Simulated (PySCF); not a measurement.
CH3Cl2NSi2, SMILES Cl[Si]1(Cl)C=N[SiH2]1.

Geometry: ωB97X-D3(BJ)/def2-SVP. The structure was generated by enumeration, and PubChem lists no compound with its InChIKey, so it may never have been made.

Two levels are set side by side: TDDFT-PBE/def2-SVPD (PySCF) and TDDFT-LC-ωPBE/def2-SVPD (PySCF). Vertical, same geometry. The lowest singlet is HOMO→LUMO 100 % with PBE and HOMO→LUMO 90 % with the other functional; states are paired by order. Differences are taken from unrounded values.

```tsv
quantity	TDDFT-LC-ωPBE
lowest singlet excitation (eV)	3.68
lowest triplet excitation (TDA) (eV)	2.89
```

Q: What does TDDFT-PBE give, and how far is it from TDDFT-LC-ωPBE? (An estimate is asked for; the answer gives what the named calculation found.)

A: 
```json
[
 {"quantity": "lowest singlet excitation (eV)", "TDDFT-PBE": "3.48", "TDDFT-PBE minus TDDFT-LC-ωPBE": "-0.20"},
 {"quantity": "lowest triplet excitation (TDA) (eV)", "TDDFT-PBE": "2.76", "TDDFT-PBE minus TDDFT-LC-ωPBE": "-0.13"}
]
```

A lower first singlet is the usual sign of a functional without exact exchange. Differences between two approximate levels are no errors against the true value.

Rough cost on one machine, each run with all the roots and properties that it gave: TDDFT-LC-ωPBE against TDDFT-PBE about 10 times.
